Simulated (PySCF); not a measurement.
Electron correlation in Cl (chlorine, neutral)

[Ne] 3s2 3p5, 2P determinant. Calculation: PySCF 2.14, in x2c-QZVPPall with one added diffuse shell each of s, p, d, f type (10s7p5d3f1g, 86 functions); the spin-free X2C one-electron Hamiltonian (Gaussian nucleus). Frozen: 1s2; 15 electrons correlated.

MP2 pair energies summed by pair of shells (mhartree):

```
 pair   energy  share (%)
3p-3p  -107.22       29.8
2p-2p  -102.12       28.4
3s-3p   -58.99       16.4
2s-2p   -28.23        7.8
2p-3p   -26.49        7.4
2p-3s   -13.39        3.7
3s-3s   -10.30        2.9
2s-2s    -6.37        1.8
2s-3p    -4.53        1.3
2s-3s    -2.01        0.6
```

Total MP2 correlation energy: -359.64 mhartree.

Same-spin part -96.48 and opposite-spin part -263.17 mhartree; SCS-MP2 scales them by 1/3 and 6/5 to -347.96 mhartree.

This basis was not built for core-valence correlation, so the inner-shell part is incomplete.
